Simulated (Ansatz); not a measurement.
Frontier orbitals of C$_{4}$H$_{10}$F$_{3}$NSn (`CC(C)(C)[NH][Sn]([F])([F])[F]`).

Charge 0, multiplicity 1. Correlated methods include outer-core shells of Sn, which these sets cover unevenly. Sn takes the def2 core potential. The geometry is a stationary point of PBE0-D4/def2-TZVP. It is one conformer, not always the lowest. Basis def2-TZVPP, the Gaussian-basis code of Ansatz.

| functional | HOMO (eV) | LUMO (eV) | gap (eV) |
| --- | --- | --- | --- |
| LDA (SPW92) | -6.75 | -3.45 | 3.30 |
| PBE | -6.54 | -3.06 | 3.48 |
| B97M-V | -6.96 | -2.88 | 4.08 |
| PBE0 | -7.97 | -2.08 | 5.89 |
| B3LYP | -7.75 | -2.44 | 5.31 |
| r2SCAN0 | -8.18 | -1.93 | 6.25 |
| ωB97M-V | -10.31 | -0.04 | 10.27 |

From PBE to PBE0 the HOMO moves by −1.43 eV and the LUMO by +0.99 eV, and with ωB97M-V by −3.77 and +3.02 eV, so the gap grows from 3.48 to 10.27 eV with exact exchange.

B3LYP here is the variant with VWN-RPA as its local correlation; programs differ in this.
